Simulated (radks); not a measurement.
Charge is removed step by step from the 6s level of Ta+, starting from [Xe] 4f14 5d3 6s1. Method: scalar-relativistic Kohn-Sham, PBE, spin-unpolarised, spherical densities, point nucleus; computed with a radial shooting solver on a logarithmic mesh with Libxc functionals.

| removed (e) | E - E(0) (eV) | eigenvalue (eV) | E minus straight line (eV) |
|---|---|---|---|
| 0 | 0.000 | -11.620 | 0.000 |
| 0.1 | 1.194 | -12.275 | -0.303 |
| 0.2 | 2.454 | -12.936 | -0.540 |
| 0.3 | 3.781 | -13.602 | -0.711 |
| 0.4 | 5.174 | -14.275 | -0.815 |
| 0.5 | 6.635 | -14.953 | -0.851 |
| 0.6 | 8.164 | -15.637 | -0.820 |
| 0.7 | 9.761 | -16.327 | -0.719 |
| 0.8 | 11.428 | -17.023 | -0.550 |
| 0.9 | 13.165 | -17.725 | -0.310 |
| 1 | 14.972 | -18.433 | 0.000 |

Removing the whole electron costs 14.972 eV by Delta-SCF, against 11.620 eV from minus the eigenvalue at the starting occupation. Slater's transition state (half an electron removed) gives 14.953 eV. Integrating minus the eigenvalue over the occupation (Janak's theorem) gives 14.977 eV. In this scalar-relativistic scheme the density is built from large components alone, so the theorem holds only approximately. The mean slope of the eigenvalue, de/dn, is 6.81 eV per electron. Ionisation energy of Ta+ in the NIST Atomic Spectra Database: 16.2 eV (semi-empirical).

Beside tabulated values, note that spin-unpolarised runs miss the spin-polarisation part of the exchange energy of open shells.
